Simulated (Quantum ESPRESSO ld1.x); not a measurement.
Problem. Radial electron density D(r) = 4 pi r^2 rho(r) of an atom or ion with 65 electrons. All-electron calculation, Dirac Kohn-Sham, PBE, spin-unpolarised, spherical densities, point nucleus. Program: ld1.x of Quantum ESPRESSO 7.5.

r (bohr),D(r) (e/bohr)
0.001212,7.357
0.001422,9.437
0.001682,12.19
0.001974,15.47
0.002336,19.71
0.002763,24.89
0.003242,30.77
0.003835,38.00
0.004501,45.82
0.005324,54.85
0.006248,63.91
0.007391,73.36
0.008743,81.98
0.01026,88.60
0.01214,93.03
0.01424,94.33
0.01685,92.64
0.01977,88.99
0.02339,84.93
0.02767,83.28
0.03247,86.18
0.03841,94.71
0.04507,106.3
0.05332,117.4
0.06257,121.9
0.07401,117.0
0.08755,105.2
0.1027,95.06
0.1215,93.64
0.1426,101.4
0.1687,109.2
0.198,104.6
0.2342,84.52
0.2771,61.11
0.3251,50.17
0.3846,53.27
0.4514,59.18
0.5339,56.44
0.6266,44.63
0.7412,30.34
0.8768,20.50
1.029,15.51
1.217,12.04
1.428,8.624
1.69,5.027
1.983,2.402
2.345,0.8642
2.775,0.2773
3.256,0.1363
3.852,0.08420
4.52,0.02380
5.347,0.004432
6.274,0.08317
7.422,0.1952
8.78,0.1910
10.3,0.09365
12.19,0.02362
14.3,0.003316
16.92,0.0001986

What is the nuclear charge?

Solution. Z = 68. The innermost maximum, from 1s, lies near gamma/Z bohr with gamma = sqrt(1 - (Z/c)^2) = 0.868, here 0.0128 bohr (found: 0.0141), and its height grows with Z. The density is that of the erbium ion Er3+ in [Xe] 4f10 7d1; the configuration itself is not fixed sharply by these data, and Z only to a few units. D(r) has 5 maxima, at r = 0.0141, 0.0626, 0.174, 0.474, 8.04 bohr, and minima at 0.0272, 0.114, 0.338 bohr, inside which lie 2.01, 11.15, 29.63 electrons.
